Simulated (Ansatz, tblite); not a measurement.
Cost and result up the ladder for [Cu(OH)4]- (CuO4H4⁻) (9 atoms). The state is a singlet with charge -1. Geometry: PBE0-D4/def2-SVPD.

Cartesian coordinates in Å:
```
Cu 0.0000 0.0000 0.0000
O -0.0277 -0.4377 -1.7746
H -0.8663 -0.9082 -1.8276
O 1.6141 0.8270 -0.2291
H 1.7558 0.6803 -1.1703
O 0.0277 0.4377 1.7746
H 0.8663 0.9083 1.8275
O -1.6140 -0.8270 0.2292
H -1.7559 -0.6803 1.1704
```

Ansatz on 4 threads of Arm Neoverse V1 on a shared host; xTB runs through tblite on one thread. Times are rough, summed over both states, and most runs start from the orbitals of an earlier one. PBE0-D4/def2-TZVPD serves as the yardstick here, not as an exact answer. The other state is a triplet at its own geometry.

The xTB rows come from tblite. B3LYP takes the VWN-RPA correlation. HOMO above LUMO, or a gap near zero within one spin, warns that the state may not be the lowest or that an electron is smeared out.

Run but left out: HF/def2-TZVPD (singlet: restricted singlet, unstable towards broken spin symmetry); B2PLYP/def2-TZVPD (singlet: restricted singlet, unstable in another Hartree–Fock run and untested here).

xTB has no spin-polarisation term.

| level | functions | triplet − singlet (eV) | difference from PBE0-D4/def2-TZVPD (eV) | remarks |
| --- | --- | --- | --- | --- |
| B3LYP-D4/def2-TZVPD | 244 | 1.37 | -0.05 | – |
| GFN2-xTB | 29 | 2.41 | 0.99 | – |
| GFN1-xTB | 33 | 2.09 | 0.67 | – |
| r2SCANh-D4/def2-TZVPD | 244 | 1.37 | -0.05 | – |
| r2SCAN-D4/def2-TZVPD | 244 | 1.35 | -0.07 | – |
| PBE-D4/def2-TZVPD (with forces) | 244 | 1.27 | -0.15 | HOMO above zero (triplet), gap within one spin near zero (triplet) |
| PBE0-D4/def2-TZVPD | 244 | 1.42 | 0.00 | – |

(1) Estimate how long each takes.

Results:

(1) GFN2-xTB 0.009 s; GFN1-xTB 0.026 s; PBE-D4/def2-TZVPD (with forces) 11 s; r2SCAN-D4/def2-TZVPD 24 s; B3LYP-D4/def2-TZVPD 33 s; PBE0-D4/def2-TZVPD 33 s; r2SCANh-D4/def2-TZVPD 51 s. On shared hardware such times vary by a factor of up to 3.
